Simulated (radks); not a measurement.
Q: Cu, 29 electrons, occupied as [Ar] 3d10 4s1 (the NIST ground configuration). Calculated with a radial shooting solver on a logarithmic mesh with Libxc functionals: non-relativistic Kohn-Sham, r2SCAN, spin-polarised, spherical densities, point nucleus; open shells are filled with parallel spins first; meta-GGA in the generalised Kohn-Sham scheme. Some entries of the table are withheld. Estimate them.

| orbital | occ. | eigenvalue (eV) | <1/r> (bohr^-1) | r(max) (bohr) |
|---|---|---|---|---|
| 1s up | 1 | -8773.114 | 28.51 | 0.03489 |
| 1s down | 1 | -8773.086 | 28.51 | 0.03489 |
| 2s down | 1 | -1049.855 | 6.209 | 0.1996 |
| 2s up | 1 | -1049.781 | 6.210 | 0.1996 |
| 2p down | 3 | -918.5378 | 6.156 | 0.1596 |
| 2p up | 3 | -918.4915 | 6.156 | 0.1596 |
| 3s down | 1 | -114.6627 | (1) | 0.6213 |
| 3s up | 1 | -114.5737 | (2) | 0.6213 |
| 3p down | 3 | -73.2844 | 1.824 | 0.6237 |
| 3p up | 3 | -73.2084 | 1.822 | 0.6237 |
| 3d up | 5 | -5.2376 | 1.366 | 0.6054 |
| 4s up | 1 | -5.1253 | (3) | (4) |
| 3d down | 5 | -5.1033 | 1.389 | 0.6042 |
| 4s down | 0 | -3.3422 | (5) | (6) |

A: 
(1) 3s down <1/r> (bohr^-1): 1.959
(2) 3s up <1/r> (bohr^-1): 1.958
(3) 4s up <1/r> (bohr^-1): 0.4342
(4) 4s up r(max) (bohr): 2.366
(5) 4s down <1/r> (bohr^-1): 0.4275
(6) 4s down r(max) (bohr): 2.343
